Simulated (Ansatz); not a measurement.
The same ligand exchange along the group B, Al, Ga, In.

Calculated with Ansatz (gas phase, PBE0-D4/def2-TZVP geometries, no zero-point term in ΔE). CBS: MP2 limit from def2 TZ/QZ plus the TZ coupled-cluster correction, frozen cores. This one scheme is used for every species. Elements past krypton have def2 core potentials. For Ga, In, Sn outer-core shells are correlated without core-valence functions, which leaves a few kJ/mol of doubt a bond. Scalar relativity is left out up to krypton. Each species was taken in one conformer, which may not be the lowest.

Problem. Order these by ΔE at CCSD(T)/CBS, lowest first. (Estimate.)
A. `[SiH3][In]([Cl])[Cl]` + `[OH][Sn][Cl]` → `[SiH3][O][Sn][Cl]` + `[Cl][InH][Cl]`
B. `[SiH3]B(Cl)Cl` + `[OH][Sn][Cl]` → `[SiH3][O][Sn][Cl]` + `ClBCl`
C. `[SiH3][Ga]([Cl])[Cl]` + `[OH][Sn][Cl]` → `[SiH3][O][Sn][Cl]` + `[Cl][GaH][Cl]`
D. `[SiH3][Al]([Cl])[Cl]` + `[OH][Sn][Cl]` → `[SiH3][O][Sn][Cl]` + `[Cl][AlH][Cl]`

Solution. B (-128.6 kJ/mol), D (-100.8 kJ/mol), C (-82.2 kJ/mol), A (-66.7 kJ/mol).

Largest T1 diagnostic: 0.017, for `[OH][Sn][Cl]`.
